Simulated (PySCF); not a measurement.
A structure optimised at PBE-D3(BJ)/def2-SVP, used in a PySCF frequency run:

```
C
C 1 1.3440
F 2 1.3387 1 123.05
H 1 1.0998 2 116.58 3 180.00
C 1 1.4981 4 119.53 2 180.00
H 5 1.1061 1 111.66 4 180.00
H 5 1.1110 6 108.13 1 122.50
H 5 1.1110 6 108.13 7 115.01
Cl 2 1.7336 3 112.17 1 180.00
```

Task: Write its SMILES, formula and point group.

Result: C/C=C(\F)Cl, C₃H₄ClF, Cs

Task: What are its rotational constants (standard atomic weights)?

Result: 8.6373, 2.3788, 1.8874 GHz
